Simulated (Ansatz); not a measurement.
A run for Ansatz (a quantum-chemistry and plane-wave program): R-RI-MP2/aug-cc-pV(T+d)Z on H4OSi (SMILES O[SiH3]) with ghost functions, monomers drawn apart or pushed together. Files ending in .json are basis or fitting sets from the Basis Set Exchange.

Ansatz 0.2 input:
```yaml
crystal:
  periodic: [false, false, false]
  atoms:
    - {symbol: O, position_ang: [0.71751148, -0.92466979, 3.53508326]}
    - {symbol: Si, position_ang: [0.53169456, 0.45446509, 4.41891787]}
    - {symbol: H, position_ang: [0.38835925, -0.90718679, 2.62805244]}
    - {symbol: H, position_ang: [1.24226722, 1.60526654, 3.80515516]}
    - {symbol: H, position_ang: [1.10473244, 0.17358529, 5.75107761]}
    - {symbol: H, position_ang: [-0.89775273, 0.83144760, 4.56232934]}
basis:
  gaussian:
    orbitals: aug-cc-pV_T+d_Z.json
    fitting: {mean_field: def2-universal-JKFIT, correlation: aug-cc-pVTZ-RIFIT.json}
    ghost_atoms:
      - {symbol: C, position_ang: [-0.14618371, -0.07036537, 0.10699176]}
      - {symbol: C, position_ang: [-1.21301724, -0.45623640, 0.49119218]}
      - {symbol: H, position_ang: [0.79929858, 0.27475184, -0.23652687]}
      - {symbol: H, position_ang: [-2.16260394, -0.79545715, 0.82920939]}
magnetization: {spin_polarized: false}
correlation: {method: mp2, electrons: outside_noble_gas}
scf: {lower_state_search: off}
```

It printed:

```
WARN ansatz: RAYON_NUM_THREADS=1 ignored (pool sized by the plan → 1); use --threads N
Functional definition: HF
these checks for a lower state are left out or cut short: stability, starts, cluster_reference, orbital_swaps, neighbouring_geometries, increment
integrals: 0.39 GiB planned
463 factors; integrals over basis functions are off by at most 1.1e0 eV
mean field: 0.64 GiB planned
mean field evaluation 1: about -9962.7263 eV, gradient 3.6e1 eV
mean field evaluation 2: about -9964.2570 eV, gradient 2.4e1 eV
mean field evaluation 4: about -9965.1711 eV, gradient 3.4e-1 eV
mean field -9965.17128636 eV, -366.2132901379 hartree, gradient 1.1e-6 eV, S^2 0.000000; 0 other end points of the search recorded, 0 dependent functions left out
6 core orbitals not correlated
741 factors; their error is unknown
reference -9965.17128636 eV, -366.2132901379 hartree; 7, 7 occupied and 318, 318 virtual orbitals, 741 factors
second order -10.48844773 eV of doubles, -0.00000000 eV of singles
Total energy: -9975.65973408 eV, -366.5987334825 hartree
Checks for a lower state left out: stability, starts, cluster_reference, orbital_swaps, neighbouring_geometries, increment
```

The calculation finished and met its thresholds.

Cost: around 2.8 core-seconds (rough).
